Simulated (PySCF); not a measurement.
PySCF input (M06-2X/6-31G* (5d)):

```python
from pyscf import gto, dft

mol = gto.M(
    atom='''
    F    -0.00000000   -0.00000000   -1.19889826
    B     0.00000000    0.00000000    0.08714772
    O     0.00000000    0.00000000    1.29429322
    ''',
    basis='6-31g*',
    charge=0,
    spin=0,
    verbose=4,
)

mf = dft.RKS(mol, xc='m062x')
mf.grids.level = 4
mf.conv_tol = 1e-9
mf.max_cycle = 100
mf.max_memory = 1500
mf.kernel()
if not mf.converged:
    mf = mf.newton()
    mf.kernel(mf.make_rdm1())
mf.dip_moment()
```

### Question
Predict the final energy.

### Answer
-199.92722 Eh.
